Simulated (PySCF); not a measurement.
## Working out the ionisation energy of Xe⁺

Xe⁺ [Kr] 4d10 5s2 5p5 (2P) → Xe²⁺ [Kr] 4d10 5s2 5p4 (3P). All numbers are calculated (PySCF 2.14, the spin-free X2C one-electron Hamiltonian (Gaussian nucleus), in x2c-TZVPPall with one added diffuse shell each of s, p, d, f type (9s7p5d3f, 76 functions)). Frozen: [Kr] 4d10. Energies in hartree (1 hartree = 27.21139 eV):

```tsv
part	Xe⁺ (lower)	Xe²⁺ (upper)
UHF	-7443.042699	-7442.304936
CCSD correlation	-0.123545	-0.097957
(T)	-0.003153	-0.002136
```

Q: What does Hartree-Fock give?

A: (-7442.304936) − (-7443.042699) = 0.737763 hartree = 20.076 eV.

Q: What do CCSD and CCSD(T) give?

A: The CCSD correlation energies differ by 0.025588 hartree = 0.696 eV and the triples by 0.001017 hartree = 0.028 eV, so CCSD gives 20.772 eV and CCSD(T) 20.800 eV.

Reference: 20.975 eV (semi-empirical (NIST evaluation); NIST Atomic Spectra Database, ionization energies), between the lowest levels; spin-orbit coupling is absent from the calculation.

What remains against the reference includes basis incompleteness, the frozen core and higher excitations.
